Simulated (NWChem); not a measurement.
All runs are NWChem calculations. System: BeF2, charge 0, spin multiplicity 1, at a geometry optimised with B3LYP/def2-SVP. The structure started from a generated list of species. Level: B3LYP/def2-SVPD, VWN1-RPA local correlation.

Output (cleaned and shortened):

```
             Northwest Computational Chemistry Package (NWChem) 7.3.0
             --------------------------------------------------------

                                NWChem Input Module
                                -------------------

 Scaling coordinates for geometry "geometry" by  1.889725989
 (inverse scale =  0.529177249)

 Turning off AUTOSYM since
 SYMMETRY directive was detected!

                             Geometry "geometry" -> ""
                             -------------------------

 Output coordinates in angstroms (scale by  1.889725989 to convert to a.u.)

  No.       Tag          Charge          X              Y              Z
 ---- ---------------- ---------- -------------- -------------- --------------
    1 Be                   4.0000     0.00000000     0.00000000     0.00000000
    2 F                    9.0000     0.00000000     0.00000000     1.38650400
    3 F                    9.0000     0.00000000     0.00000000    -1.38650400

 Effective nuclear repulsion energy (a.u.)      42.9370852969

            Nuclear Dipole moment (a.u.)
            ----------------------------
        X                 Y               Z
 ---------------- ---------------- ----------------
     0.0000000000     0.0000000000     0.0000000000

      Symmetry information
      --------------------

 Group name             D2h
 Group number             26
 Group order               8
 No. of unique centers     2

      Symmetry unique atoms

     1    2


 Summary of "ao basis" -> "" (spherical)
 ------------------------------------------------------------------------------
       Tag                 Description            Shells   Functions and Types
 ---------------- ------------------------------  ------  ---------------------
 *                         def2-svpd                  on all atoms

                              NWChem Property Module
                              ----------------------

                                 NWChem DFT Module
                                 -----------------

 Summary of "ao basis" -> "ao basis" (spherical)
 ------------------------------------------------------------------------------
       Tag                 Description            Shells   Functions and Types
 ---------------- ------------------------------  ------  ---------------------
 Be                        def2-svpd                 6       12   3s3p
 F                         def2-svpd                 9       23   4s3p2d

 Summary of "ao basis" -> "ao basis" (spherical)
 ------------------------------------------------------------------------------
       Tag                 Description            Shells   Functions and Types
 ---------------- ------------------------------  ------  ---------------------
 Be                        def2-svpd                 6       12   3s3p
 F                         def2-svpd                 9       23   4s3p2d

            General Information
            -------------------
          SCF calculation type: DFT
          Wavefunction type:  closed shell.
          No. of atoms     :     3
          No. of electrons :    22
           Alpha electrons :    11
            Beta electrons :    11
          Charge           :     0
          Spin multiplicity:     1
          Use of symmetry is: off; symmetry adaption is: off
          Maximum number of iterations: 100
          AO basis - number of functions:    58
                     number of shells:    24
          Convergence on energy requested:  1.00D-06
          Convergence on density requested:  1.00D-05
          Convergence on gradient requested:  5.00D-04

              XC Information
              --------------
                         B3LYP Method XC Potential
                     Hartree-Fock (Exact) Exchange  0.200
                        Slater Exchange Functional  0.800 local
                    Becke 1988 Exchange Functional  0.720 non-local
              Lee-Yang-Parr Correlation Functional  0.810
                  VWN I RPA Correlation Functional  0.190 local

             Grid Information
             ----------------
          Grid used for XC integration:  medium
          Radial quadrature: Mura-Knowles
          Angular quadrature: Lebedev.
[...]
    18      0.351437  2 F  py                41     -0.351534  3 F  py
    17     -0.308283  2 F  px                40      0.308367  3 F  px
    21     -0.239344  2 F  py                44      0.239406  3 F  py
    20      0.209954  2 F  px                43     -0.210008  3 F  px
    24     -0.060299  2 F  py                47      0.060313  3 F  py

 Vector   11  Occ=2.000000D+00  E=-4.269335D-01
              MO Center=  1.6D-10, -1.0D-10, -3.9D-04, r^2= 2.4D+00
   Bfn.  Coefficient  Atom+Function         Bfn.  Coefficient  Atom+Function
  ----- ------------  ---------------      ----- ------------  ---------------
    17      0.351437  2 F  px                40     -0.351534  3 F  px
    18      0.308283  2 F  py                41     -0.308367  3 F  py
    20     -0.239344  2 F  px                43      0.239406  3 F  px
    21     -0.209954  2 F  py                44      0.210008  3 F  py
    23     -0.060299  2 F  px                46      0.060313  3 F  px

 Vector   12  Occ=0.000000D+00  E=-3.795041D-02
              MO Center= -1.2D-08,  6.0D-09,  8.1D-06, r^2= 5.6D+00
   Bfn.  Coefficient  Atom+Function         Bfn.  Coefficient  Atom+Function
  ----- ------------  ---------------      ----- ------------  ---------------
     3      1.484014  1 Be s                  2      0.725260  1 Be s
    16     -0.549633  2 F  s                 39     -0.549633  3 F  s
    25      0.194881  2 F  pz                48     -0.194883  3 F  pz
    15     -0.192217  2 F  s                 38     -0.192215  3 F  s
    22      0.131832  2 F  pz                45     -0.131833  3 F  pz

 Vector   13  Occ=0.000000D+00  E= 9.939003D-03
              MO Center=  1.6D-08,  7.4D-09,  4.2D-06, r^2= 8.6D+00
   Bfn.  Coefficient  Atom+Function         Bfn.  Coefficient  Atom+Function
  ----- ------------  ---------------      ----- ------------  ---------------
    10      0.713814  1 Be px                11      0.349837  1 Be py
     4     -0.319476  1 Be px                 7      0.181318  1 Be px
     5     -0.156574  1 Be py                17      0.155655  2 F  px
    40      0.155656  3 F  px                20     -0.122920  2 F  px
    43     -0.122921  3 F  px                23     -0.097571  2 F  px

 Vector   14  Occ=0.000000D+00  E= 9.939004D-03
              MO Center=  1.9D-08, -4.0D-08,  4.2D-06, r^2= 8.6D+00
   Bfn.  Coefficient  Atom+Function         Bfn.  Coefficient  Atom+Function
  ----- ------------  ---------------      ----- ------------  ---------------
    11      0.713814  1 Be py                10     -0.349837  1 Be px
     5     -0.319476  1 Be py                 8      0.181318  1 Be py
     4      0.156574  1 Be px                18      0.155655  2 F  py
    41      0.155656  3 F  py                21     -0.122920  2 F  py
    44     -0.122921  3 F  py                24     -0.097571  2 F  py

 center of mass
 --------------
 x =   0.00000000 y =   0.00000000 z =   0.00000000

 moments of inertia (a.u.)
 ------------------
         260.847661802334           0.000000000000           0.000000000000
           0.000000000000         260.847661802334           0.000000000000
           0.000000000000           0.000000000000           0.000000000000

     Multipole analysis of the density
     ---------------------------------

     L   x y z        total         alpha         beta         nuclear
     -   - - -        -----         -----         ----         -------
     0   0 0 0     -0.000000    -11.000000    -11.000000     22.000000

     1   1 0 0     -0.000000     -0.000000     -0.000000      0.000000
     1   0 1 0      0.000000      0.000000      0.000000      0.000000
     1   0 0 1     -0.000017     -0.000009     -0.000009      0.000000

     2   2 0 0     -9.820727     -4.910363     -4.910363      0.000000
     2   1 1 0     -0.000000     -0.000000     -0.000000      0.000000
     2   1 0 1     -0.000000     -0.000000     -0.000000      0.000000
     2   0 2 0     -9.820727     -4.910363     -4.910363      0.000000
     2   0 1 1      0.000000      0.000000      0.000000      0.000000
     2   0 0 2    -16.136077    -69.852951    -69.852951    123.569825

 *** CALLING NEW AORESP DRIVER FOR CLOSED AND OPEN SHELLS ***
 Entering AOResponse driver routine

--------------------------------------------------------------------------------

          ****************
          *** RESPONSE ***
          ****************

 Response module for NWChem and dynamic CPKS solver

          -----------------------------------------------
          Solving response equations for perturbing field
          -----------------------------------------------

 number of frequencies:     1
 frequency in a.u.:  0.4280000E-01
 Perturbing field: electric
 Using El. Dipole Length Gauge

 Setting up CPKS with frequency omega =      0.04280000 a.u.

                            NWChem Dynamic CPHF Module
                            --------------------------

    scftype = RHF
    nclosed =   11
      nopen =    0
  variables =     1034
  num. vecs =        3
  tolerance =   1.0D-04
  max. iter =   50

  int2e_file: Failed to allocate cache ... halving
 SCF residual:    5.6040517773100191E-005

Iterative solution of linear equations
  No. of variables     1034
  No. of equations        3
  Maximum subspace       30
       Convergence  1.0D-04

 ga_lkain filestub:cphf_sol
 ga_lkain filesoln:./mol.cphf_sol

   iter   nsub   residual    time
   ----  ------  --------  ---------
     1      3    1.72D+00       1.2
     2      6    1.82D+00       1.8
     3      9    1.21D-01       2.4
     4     12    1.32D-02       3.1
     5     15    6.83D-04       3.7
     6     18    6.10D-05       4.3

 Electric Dipole Response Matrix (nonzero elements):

              1        2        3
    1   12.2052   0.0000  -0.0000
    2    0.0000  12.2052   0.0000
    3   -0.0000   0.0000  16.3386

 ------------------------------------------
 average:        13.58299 + I       0.00000

 DFT Linear Response polarizability / au
 Frequency  =       0.0428000 / au
 Wavelength =    1064.5643224 / nm
              X              Y              Z
 -----------------------------------------------
 X      12.2051693      0.0000000     -0.0000000
 Y       0.0000000     12.2051693      0.0000000
 Z      -0.0000000      0.0000000     16.3386356
 -----------------------------------------------
 Eigenvalues =      12.2051693     12.2051693     16.3386356
 Isotropic   =      13.5829914
 Anisotropic =       4.1334663
 -----------------------------------------------

 Magnetic Dipole Response Matrix (nonzero elements):
 Optical rotation tensor Beta

              1        2        3
    1   -0.0000   0.0002   0.0000
    2   -0.0002   0.0000   0.0000
    3   -0.0000  -0.0000   0.0000

 ------------------------------------------
 average:         0.00000 + I       0.00000

 Exiting AOResponse driver routine

          -------------
          Dipole Moment
          -------------

 Center of charge (in au) is the expansion point
         X =       0.0000000 Y =       0.0000000 Z =       0.0000000

   Dipole moment        0.0000172417 A.U.
             DMX       -0.0000000033 DMXEFC        0.0000000000
             DMY        0.0000000046 DMYEFC        0.0000000000
             DMZ       -0.0000172417 DMZEFC        0.0000000000
   -EFC- dipole         0.0000000000 A.U.
   Total dipole         0.0000172417 A.U.

   Dipole moment        0.0000438244 Debye(s)
             DMX       -0.0000000084 DMXEFC        0.0000000000
             DMY        0.0000000116 DMYEFC        0.0000000000
             DMZ       -0.0000438244 DMZEFC        0.0000000000
   -EFC- dipole         0.0000000000 DEBYE(S)
   Total dipole         0.0000438244 DEBYE(S)

 1 a.u. = 2.541766 Debyes

 Task  times  cpu:        4.3s     wall:        4.3s

 Total times  cpu:        4.3s     wall:        4.3s
```

Q: Write an NWChem input that would produce this output.

A: Several could match; the one computed here: 
```
start mol
memory heap 200 mb stack 900 mb global 1100 mb
geometry units angstroms nocenter noautoz
  Be     0.000000     0.000000     0.000000
  F      0.000000     0.000000     1.386504
  F      0.000000     0.000000    -1.386504
  symmetry group D2h
end
basis spherical
  * library def2-svpd
end
dft
  xc b3lyp
  semidirect memsize 60000000 filesize 0
  iterations 100
end
property
  dipole
  response 1 0.0428
end
task dft property
```
